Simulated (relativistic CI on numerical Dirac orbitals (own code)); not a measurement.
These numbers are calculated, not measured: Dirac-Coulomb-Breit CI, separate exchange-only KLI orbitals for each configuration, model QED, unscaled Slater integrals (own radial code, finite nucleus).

The strongest absorption lines from the ground level of an ion, among the configurations computed and to levels below about 765 eV (vacuum wavelength in nm, gf): 1.7591 (0.5), 1.7595 (0.46), 1.7791 (0.66), 1.7918 (0.39), 2.1721 (3.6), 2.1732 (2.5), 2.1832 (0.89), 2.2081 (1.2).

Which ion is it?
A. Ti¹⁵⁺
B. Ti¹³⁺
C. Ti¹¹⁺
D. Fe¹⁷⁺

B. Ti¹³⁺ has 9 electrons and the ground level 2s2.2p5 2P°_3/2; the strongest line goes to 2s2.2p4.3d 2D_5/2. The pattern of lines fixes the number of electrons, and along that sequence the line energies rise steadily with the charge (about as its square where n changes within one kind of shell, about linearly where n is kept but much faster in heavy ions where fine structure, which grows about as Z⁴, sets the gap, and irregularly where shells cross), which fixes Z. Configurations outside the model, such as inner-shell arrays, can give stronger lines. At this charge energies of transitions that change n are usually good to better than 1 %, and those within a shell (Δn = 0) to a few per cent.

LS names give the leading component of a level, which can be under half, so a name can repeat, a term be missing and a line seem to break the LS rules.
